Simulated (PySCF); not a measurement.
Ga(H)(Br)(NH2) (BrGaH3N), SMILES [NH2][GaH][Br]. Atoms are numbered in the order given.

```xyz
6

Ga    -0.4139    -0.8894     0.0000
H     -1.8971    -1.3450     0.0000
Br     0.1341     1.3588     0.0000
N      1.0151    -1.9959     0.0000
H      1.9737    -1.6636     0.0000
H      0.9551    -3.0085     0.0000
```

Geometry: B3LYP-D3(BJ)/def2-SVP. The structure was generated by enumeration; whether it is a known compound was not checked. Other conformers were not sampled.

Computed with PBE/def2-TZVPD run with PySCF.

Symmetry labels are those of the subgroup Cs that the program uses (full group Cs).

Task: List the valence orbital energies around the gap with their symmetry. (The exact figures need the calculation; the answer reports its results.)

Result: 
```
orbital  symmetry  energy (eV)
-------  --------  -----------
HOMO−7         A'       -18.55
HOMO−6         A'       -12.14
HOMO−5         A'       -11.72
HOMO−4         A'        -9.02
HOMO−3         A'        -8.12
HOMO−2         A"        -7.26
HOMO−1         A'        -6.88
HOMO           A"        -6.40
LUMO           A"        -1.67
LUMO+1         A'        -1.36
LUMO+2         A'        -0.49
LUMO+3         A'         0.14
```
